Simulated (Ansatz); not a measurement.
Input file for C2H8SSn (`C[S][SnH2][CH3]`):

```yaml
crystal:
  periodic: [false, false, false]
  atoms:
    - {symbol: C, position_ang: [-1.349349, 1.636367, -0.433422]}
    - {symbol: S, position_ang: [0.068388, 1.844333, 0.683798]}
    - {symbol: Sn, position_ang: [0.540806, -0.460673, 1.160357]}
    - {symbol: C, position_ang: [1.135135, -1.450194, -0.640227]}
    - {symbol: H, position_ang: [-1.068691, 1.115007, -1.348969]}
    - {symbol: H, position_ang: [-2.170099, 1.109900, 0.055010]}
    - {symbol: H, position_ang: [-1.689418, 2.637790, -0.697771]}
    - {symbol: H, position_ang: [-0.887906, -1.174550, 1.782163]}
    - {symbol: H, position_ang: [1.785744, -0.452408, 2.327596]}
    - {symbol: H, position_ang: [2.007359, -0.949068, -1.058934]}
    - {symbol: H, position_ang: [0.322059, -1.420450, -1.365613]}
    - {symbol: H, position_ang: [1.382873, -2.491355, -0.429988]}
basis:
  gaussian: {orbitals: def2-TZVPP}
correlation: {method: ccsd_t}
output: {orbitals: {seedname: orbitals}}
```

```sh
$ ansatz run in.yaml --threads 4 --pin off --events-out ev --progress --plain
```

The program prints (abridged):

```
Functional definition: HF
1684 factors; integrals over basis functions are off by at most 1.0e-3 eV
mean field evaluation 1: about -18808.8596 eV, gradient 3.2e1 eV
mean field evaluation 2: about -18809.0605 eV, gradient 3.2e1 eV
mean field evaluation 4: about -18811.8835 eV, gradient 3.5e0 eV
mean field evaluation 8: about -18811.9315 eV, gradient 2.1e-1 eV
mean field -18811.93173620 eV, -691.3257401202 hartree, gradient 1.6e-6 eV, S^2 0.000000; 0 other end points of the search recorded, 0 dependent functions left out
11 core orbitals not correlated: weight in the atoms' cores, before any rotation towards them, 1.000 or more for the frozen orbitals, at most 0.000 for the correlated occupied ones
reference -18811.93173620 eV, -691.3257401202 hartree; 18, 18 occupied and 237, 237 virtual orbitals, 1684 factors
second order -23.73534963 eV of doubles, -0.00000000 eV of singles
cycle   1  -24.25291435 eV  change   -5.2e-1 eV  update   1.1e-1
cycle   2  -24.87990808 eV  change   -6.3e-1 eV  update   3.0e-2
cycle   3  -24.96863103 eV  change   -8.9e-2 eV  update   1.3e-2
cycle   4  -24.95999023 eV  change    8.6e-3 eV  update   3.2e-3
cycle   5  -24.95913277 eV  change    8.6e-4 eV  update   1.4e-3
cycle   6  -24.95923185 eV  change   -9.9e-5 eV  update   4.0e-4
cycle   7  -24.95906867 eV  change    1.6e-4 eV  update   1.4e-4
cycle   8  -24.95908026 eV  change   -1.2e-5 eV  update   5.0e-5
cycle   9  -24.95909955 eV  change   -1.9e-5 eV  update   1.7e-5
perturbative correction -0.93054906 eV, -0.0341970471 hartree
Total energy: -18837.82138481 eV, -692.2771671578 hartree
```

Hardware: 4 threads of a server CPU on a shared host. Wall time 110 s, peak host memory 7.1 GiB.

Correlation energy per correlated electron: -0.719 eV. T1 diagnostic: 0.0114.
